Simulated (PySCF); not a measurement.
# Vanadium: a sound run and one with changed settings

Sound run: V⁺ [Ar] 3d4, V²⁺ [Ar] 3d3. All numbers are calculated (PySCF 2.14, the non-relativistic Hamiltonian (point nucleus), in cc-pVDZ (6s5p3d1f, 43 functions)). The sound run starts from symmetry-adapted Hartree-Fock orbitals and uses a fine grid where one is needed.

A second run was set up differently.

| species | method | sound run (hartree) | changed run (hartree) | converged |
| --- | --- | --- | --- | --- |
| V⁺ | UHF | -942.67278 | -942.67278 | yes |
| V⁺ | PBE | -943.43083 | -944.80836 | yes |
| V⁺ | MN15 | -943.68598 | -943.52136 | yes |
| V²⁺ | UHF | -942.18339 | -942.18339 | yes |
| V²⁺ | PBE | -942.86465 | -941.95772 | yes |
| V²⁺ | MN15 | -943.12427 | -942.44854 | yes |

Ionisation energy of V⁺:

```csv
method,sound run (eV),changed run (eV)
UHF,13.317,13.317
MN15,15.285,29.193
```

What was changed?
A. angular grid far too coarse
B. all electrons correlated in a valence basis
C. level shift left on
D. a valence shell is frozen

A. It used 6 angular points. A coarse angular grid integrates products of high-l functions wrongly, so density functionals can shift, and the SCF can exploit the error; Hartree-Fock and MP2 need no grid.
